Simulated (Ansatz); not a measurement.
Z-matrix (Å, degrees):
```
Si
Si 1 2.342
O 1 1.624 2 110.6
O 1 1.646 2 105.4 3 120.9
H 1 1.492 2 112.8 3 -119.7
H 2 1.490 1 109.7 3 59.4
H 2 1.489 1 110.3 3 -59.6
H 2 1.488 1 111.5 3 179.4
Al 3 1.685 1 169.3 2 12.1
H 4 0.959 1 117.8 2 168.6
H 9 1.579 3 118.2 1 -34.3
H 9 1.579 3 117.6 1 146.3
```

Total charge 0; spin multiplicity 1.

List the PBE0/def2-TZVPP orbital energies in eV (Ansatz). (An estimate is asked.)

Computed: Occupied: -1803.31, -1802.18, -1528.09, -522.71, -522.45, -145.46, -144.58, -113.95, -100.15, -100.13, -100.11, -99.23, -99.23, -99.22, -74.08, -73.89, -73.84, -28.22, -27.15, -16.21, -14.65, -14.25, -12.00, -11.08, -10.81, -10.35, -9.75, -9.67, -9.53, -9.33, -8.52, -7.68. Lowest empty: -1.21, -0.12, 0.19, 0.91, 1.08, 1.21, 1.68, 1.80.
